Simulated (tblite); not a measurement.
Compound: C₉H₅ClO.
SMILES with atom numbers: `[CH:1]#[C:2][c:3]1[cH:4][cH:5][cH:6][cH:7][c:8]1[C:9](=[O:10])[Cl:11]` (hydrogens: H12 on C1; H13 on C4; H14 on C5; H15 on C6; H16 on C7)

A start from a force field or distance geometry was refined with GFN2-xTB geometry optimisation, gas phase (tblite 0.8.0). Values at the start:

```tsv
coordinate	start
C1≡C2	1.208 Å
C1–H12	1.068 Å
C2–C3	1.448 Å
C3–C4	1.398 Å
C3–C8	1.389 Å
C4–C5	1.391 Å
C4–H13	1.071 Å
C5–C6	1.377 Å
C5–H14	1.078 Å
C6–C7	1.396 Å
C6–H15	1.091 Å
C7–C8	1.387 Å
C7–H16	1.105 Å
C8–C9	1.457 Å
C9=O10	1.264 Å
C9–Cl11	1.756 Å
C1–C2–C3	177.9°
C3–C4–C5	118.5°
C4–C5–C6	122.9°
C5–C6–C7	116.8°
C6–C7–C8	122.6°
C8–C9–O10	120.7°
C8–C9–Cl11	117.3°
O10–C9–Cl11	121.9°
```

**Question.** How do these coordinates change at the GFN2-xTB level?

**Answer.** 
```
 coordinate  GFN2-xTB (Å or °)  change
     C9=O10              1.189  -0.075
      C2–C3              1.412  -0.036
    C9–Cl11              1.787  +0.031
     C7–H16              1.078  -0.027
      C3–C8              1.412  +0.023
     C1–H12              1.049  -0.019
      C6–C7              1.380  -0.016
     C6–H15              1.079  -0.012
      C4–C5              1.380  -0.011
      C5–C6              1.388  +0.011
     C4–H13              1.080  +0.009
      C7–C8              1.395  +0.008
      C1≡C2              1.201  -0.007
      C8–C9              1.460  +0.003
      C3–C4              1.396  -0.002
     C5–H14              1.080  +0.002
  C8–C9–O10              128.2    +7.5
O10–C9–Cl11              117.6    -4.3
   C1–C2–C3              174.4    -3.5
   C5–C6–C7              120.1    +3.3
 C8–C9–Cl11              114.2    -3.1
   C4–C5–C6              120.1    -2.8
   C3–C4–C5              120.6    +2.1
   C6–C7–C8              120.8    -1.8
```

The energy falls by 38.7 kJ/mol over 34 L-BFGS steps, the largest force on an atom goes from 4.72 to 0.010 eV/Å, and the atoms move by 0.095 Å rms after alignment. The bond that changes most is C9=O10 (acyl halide carbon to carbonyl oxygen), which shortens by 0.075 Å. Bonds longer at the end by more than 0.005 Å: 5 of 16; shorter: 8. Rotational constants go from 1295, 927.5, 540.4 to 1317, 907.6, 537.4 MHz.

Its lowest GFN2-xTB frequency is 11i cm⁻¹, too small to tell a flat minimum from a shallow saddle. One conformer, not necessarily the lowest. 3 starts were optimised and ended at 0.00, 0.91 and 1.37 kcal/mol (GFN2-xTB); the lowest of these is shown.

Conformer computed: `[CH:1]#[C:2][c:3]1[cH:4][cH:5][cH:6][cH:7][c:8]1[C:9](=[O:10])[Cl:11]`: C7–C8–C9–O10 180°.
